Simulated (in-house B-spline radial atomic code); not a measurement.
Binding energies in the oxygen ion O²⁺

NIST's tabulated ground configuration is [He] 2s2 2p2; each binding energy is the energy of the ion with one electron taken from that subshell, relaxed, less that of the parent. Computed with a B-spline radial code for spherical atoms: Dirac-Hartree-Fock, average of configuration, Fermi nucleus of rms radius 2.6991 fm. Energies include first-order Breit, QED and recoil terms.

```tsv
subshell	X-ray name	binding energy (eV)	-ε (eV)	relaxation (eV)
1s	K	595.6	606.5	10.7
2s	L1	66.59	67.67	1.07
2p	L2,3	53.16	54.27	1.11
```

Relaxation = -ε minus the binding energy without Breit, QED and recoil terms.

(1) What does it cost to remove both a 2s and a 2p electron?

(2) What does it cost to remove both a 1s and a 2p electron?

(3) What does it cost to remove two 2p electrons?

Answers

(1) 140.84 eV, which is 21.1 eV more than the two single binding energies together.

(2) 681.03 eV, which is 32.23 eV more than the two single binding energies together.

(3) 130.35 eV, which is 24.04 eV more than the two single binding energies together.
